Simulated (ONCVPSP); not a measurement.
**Plane-wave convergence, ONCV potential for zirconium (Zr)**

- Element: zirconium (Zr)
- Generator: ONCVPSP 4.0.1
- Type: optimised norm-conserving Vanderbilt (ONCV)
- Functional: LDA (Perdew-Wang 92)
- Relativity: scalar-relativistic
- Frozen core: [Ar] 3d10
- Valence charge: 12
- Reference configuration: 4s2 4p6 4d2 5s2
- Partial waves: 4s+5s: rc 1.85 bohr, ncon 3, nbas 7, qcut 5.6 1/bohr, 3 projectors, debl 0.4 Ha; 4p: rc 1.95 bohr, ncon 4, nbas 9, qcut 7.7 1/bohr, 2 projectors, debl 1.5 Ha; 4d: rc 3.00 bohr, ncon 5, nbas 10, qcut 4.7 1/bohr, 2 projectors, debl 2.5 Ha; f scattering state at 0.31 Ha: rc 1.85 bohr, ncon 4, nbas 8, qcut 5.7 1/bohr, local
- Local potential: the f channel
- Core correction: Teter function, fcfact 3.5, rcfact 1.6

Task: For each optimised wave give the share of its norm inside rc, the residual kinetic energy above qcut (Ha) and the cutoffs (Ha) for errors of 10, 1, 0.1 and 0.01 mHa per electron.

Result:

```tsv
wave	norm inside rc	residual KE	10 mHa	1 mHa	0.1 mHa	0.01 mHa
4s	0.924	2.3e-05	7.7	11.4	14.0	31.6
5s	0.052	1.8e-05	3.3	10.5	13.7	18.2
s projector 3	0.040	2.0e-05	3.3	10.5	13.8	17.6
4p	0.875	3.4e-08	7.3	9.9	19.1	23.1
p projector 2	0.120	1.3e-07	6.8	9.8	19.7	24.1
4d	0.783	3.3e-05	7.0	8.8	10.6	20.9
d projector 2	0.223	1.9e-03	9.5	12.3	45.8	52.7
f projector 1	0.012	5.3e-05	3.5	9.6	14.8	43.7
```

The occupied waves need 11 Ha and 19 Ha for 1 and 0.1 mHa.
